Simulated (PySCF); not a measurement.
# Heteronuclear NMR

Bonds (- single, = double, # triple, : aromatic): C1=N2, N2-Si3, Si3-Cl4, Si3-C5, C5=C6, C6-Cl7, C6-C8, C8-C9, C9-C5. C1 carries H10, H11; Si3 carries H12; C8 carries H13, H14; C9 carries H15, H16. Stereochemistry as in C=N[Si@@H](Cl)C1=C(Cl)CC1. H11 is cis to Si3; H14, H15 are pro-R; H13, H16 are pro-S; H10 is trans to Si3.

How the numbers were obtained: shielding tensors at PBE0/pcSseg-1 (GIAO), coordinates at the GFN2-xTB level, in PySCF 2.14.0 with density-fitted response routines (in vacuum, a single conformation, non-relativistic).

(1) Where does ²⁹Si resonate?

(2) What are the ¹⁵N shifts?

Results:

(1) 
```json
{"atoms": "Si3", "environment": "silicon bonded to C, Cl, N, H", "σ (ppm)": "379.5", "δ (ppm)": "-31.9"}
```

Shieldings were converted by a linear fit to measured shifts: ²⁹Si (scatter 8.9 ppm rms, 25.8 ppm with the 6 outliers that the fit left out vs TMS, solution or neat liquid). A few per cent of atoms miss by over 2 rms, more outside the fitted compound classes.

On a 300 MHz spectrometer ²⁹Si resonates near 59.6 MHz, so 1 ppm is 59.6 Hz.

(2) 
```csv
atoms,environment,σ (ppm),δ (ppm)
N2,imine nitrogen,-154.6,-5.6
```

Shieldings were converted by a linear fit to measured shifts: ¹⁵N (scatter 6.3 ppm rms vs CH3NO2, solution or neat liquid). A few per cent of atoms miss by over 2 rms, more outside the fitted compound classes.

On a 400 MHz spectrometer ¹⁵N resonates near 40.5 MHz, so 1 ppm is 40.5 Hz.
